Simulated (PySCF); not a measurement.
HgBr, SMILES [Br][Hg] (connectivity only; charge and spin as stated), neutral, multiplicity 2.

Geometry optimised at r2SCAN-D4/def2-TZVP. The spin state was assumed, not searched. The def2 effective core potentials stand for the cores of Hg; spin–orbit coupling is left out.

Two levels are set side by side: PBE/def2-TZVPD (PySCF) and B3LYP/def2-TZVPD (PySCF). Same geometry, gas phase. Differences are taken from unrounded values.

```json
[
 {"quantity": "α-spin orbital gap (eV)", "B3LYP": "5.75"},
 {"quantity": "β-spin orbital gap (eV)", "B3LYP": "2.96"},
 {"quantity": "dipole moment (D)", "B3LYP": "2.62"},
 {"quantity": "mean polarisability (bohr³)", "B3LYP": "62.0"}
]
```

Question: What does PBE give, and how far is it from B3LYP? (An estimate is asked for; the answer gives what the named calculation found.)

Answer: 
```json
[
 {"quantity": "α-spin orbital gap (eV)", "PBE": "4.61", "PBE minus B3LYP": "-1.14"},
 {"quantity": "β-spin orbital gap (eV)", "PBE": "1.45", "PBE minus B3LYP": "-1.51"},
 {"quantity": "dipole moment (D)", "PBE": "2.45", "PBE minus B3LYP": "-0.17"},
 {"quantity": "mean polarisability (bohr³)", "PBE": "61.8", "PBE minus B3LYP": "-0.2"}
]
```

Rough cost on one machine, each run with all the roots and properties that it gave: B3LYP against PBE within a factor of 2.
